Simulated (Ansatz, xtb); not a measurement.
C3H6BNSSi: which of two isomers lies lower

Structure I is `Bc1ncc([SiH3])s1`, a singlet and structure II is `Bc1nc([SiH3])cs1`, a singlet. Both are isolated molecules in the gas phase, relaxed with B3LYP/def2-SVP; the shapes shown needn't be the lowest conformers.

I (Å):

```json
{"atom": "C", "x (Å)": "-2.7242", "y (Å)": "0.2133", "z (Å)": "0.1267"}
{"atom": "C", "x (Å)": "-1.6753", "y (Å)": "2.1561", "z (Å)": "0.3597"}
{"atom": "C", "x (Å)": "-0.9090", "y (Å)": "1.4494", "z (Å)": "1.2885"}
{"atom": "B", "x (Å)": "-3.7133", "y (Å)": "-0.8558", "z (Å)": "-0.3649"}
{"atom": "N", "x (Å)": "-2.6579", "y (Å)": "1.4753", "z (Å)": "-0.2651"}
{"atom": "S", "x (Å)": "-1.4979", "y (Å)": "-0.1636", "z (Å)": "1.3441"}
{"atom": "Si", "x (Å)": "0.5221", "y (Å)": "2.1092", "z (Å)": "2.3155"}
{"atom": "H", "x (Å)": "-4.5327", "y (Å)": "-0.5612", "z (Å)": "-1.1939"}
{"atom": "H", "x (Å)": "-3.6585", "y (Å)": "-1.9736", "z (Å)": "0.0829"}
{"atom": "H", "x (Å)": "-1.5166", "y (Å)": "3.2116", "z (Å)": "0.1233"}
{"atom": "H", "x (Å)": "0.6923", "y (Å)": "3.5472", "z (Å)": "1.9683"}
{"atom": "H", "x (Å)": "0.2279", "y (Å)": "1.9698", "z (Å)": "3.7695"}
{"atom": "H", "x (Å)": "1.7738", "y (Å)": "1.3618", "z (Å)": "2.0067"}
```

II (Å):

```xyz
13

C    -1.9910   -0.1419    0.0579
C    -1.1043    1.5766    1.1961
C     0.0649    1.0712    0.6346
B    -3.0271   -1.1248   -0.5097
N    -2.2280    0.8820    0.8575
S    -0.2676   -0.2962   -0.3310
Si   -1.2497    3.0756    2.3350
H    -2.6714   -2.0210   -1.2332
H    -4.1860   -0.9850   -0.2220
H    -2.1267    4.1087    1.7166
H     0.1150    3.6429    2.5409
H    -1.8205    2.6698    3.6496
H     1.0779    1.4539    0.7587
```

Quicker runs give these differences E(II) − E(I): GFN2-xTB +0.9 kcal/mol; HF/STO-3G +1.0 kcal/mol (at GFN2-xTB geometries); r2SCAN-D4/def2-SVP +3.4 kcal/mol (at GFN2-xTB geometries).

Problem. Estimate E(II) − E(I) at the level CCSD(T)/def2-SVP + ΔMP2/def2-TZVPP.

Solution. Calculated at CCSD(T)/def2-SVP + ΔMP2/def2-TZVPP: E(II) − E(I) = +2.6 kcal/mol, so structure I lies lower.

Level by level:

| level | geometry | E(II) − E(I) (kcal/mol) | departure from the last row (kcal/mol) | job, with rough time for the two |
| --- | --- | --- | --- | --- |
| GFN2-xTB | GFN2-xTB | +0.9 | −1.6 | optimisation, 0.2 s |
| HF/STO-3G | GFN2-xTB | +1.0 | −1.5 | single point, 0.44 s |
| r2SCAN-D4/def2-SVP | GFN2-xTB | +3.4 | +0.9 | single point, 3.2 s |
| B3LYP/def2-SVP | B3LYP/def2-SVP | +2.2 | −0.4 | optimisation, 58 s |
| HF/def2-SVP | B3LYP/def2-SVP | +2.5 | −0.1 | part of the CCSD(T) run |
| MP2/def2-SVP | B3LYP/def2-SVP | +2.7 | +0.1 | part of the CCSD(T) run |
| CCSD(T)/def2-SVP | B3LYP/def2-SVP | +2.3 | −0.2 | single point |
| CCSD(T)/def2-SVP + ΔMP2/def2-TZVPP | B3LYP/def2-SVP | +2.6 |  | single point, 39 s |

As drawn, both hold the same kinds of bond in the same numbers.

The levels shown agree on the order. The largest departure from CCSD(T)/def2-SVP + ΔMP2/def2-TZVPP is that of GFN2-xTB, 1.6 kcal/mol. The last row adds to CCSD(T) the change of the MP2 difference between the two basis sets, here +0.2 kcal/mol.

With thermal terms from frequencies at re-optimised GFN2-xTB minima (ideal gas, soft modes damped towards free rotors, one conformer each, 298.15 K, 1 atm): on the last row, ΔE + ΔZPE = +2.3, ΔH = +2.4, ΔG = +2.3 kcal/mol.

The correlated steps freeze 15 core orbitals. Run with Ansatz 0.2.0, xtb 6.7.1; the last row on 2 threads of Intel(R) Xeon(R) 6975P-C (Granite Rapids) on a shared host.
